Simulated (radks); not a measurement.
Values are calculated unless marked as measured or tabulated.
Problem. These are the eigenvalues of the occupied orbitals of an atom or ion with whole-number occupations (Ry). Level of theory: Dirac Kohn-Sham, PBE, spin-unpolarised, spherical densities, finite nucleus; Fermi nuclear charge, rms radius of each element as measured or else 0.836 A^(1/3) + 0.57 fm (a radial shooting solver on a logarithmic mesh with Libxc functionals).

orbital  eigenvalue
1s1/2     -69.99474
2s1/2      -9.62515
2p1/2      -8.03074

Which element is it, and in what charge state? The configuration may be excited. Open shells, if any, fill j = l - 1/2 first.

Solution. Z = 10, neon, charge +4: Ne4+ in [He] 2s2 2p2. The list shows which subshells hold electrons but not how many an open one holds; the 1s level, -34.997 hartree, gives Z - s = 8.4 by -(Z - s)^2/2, which with screening and relativity narrows Z to a few neighbours, and the depths of the outer levels then fix element, charge and occupations together.
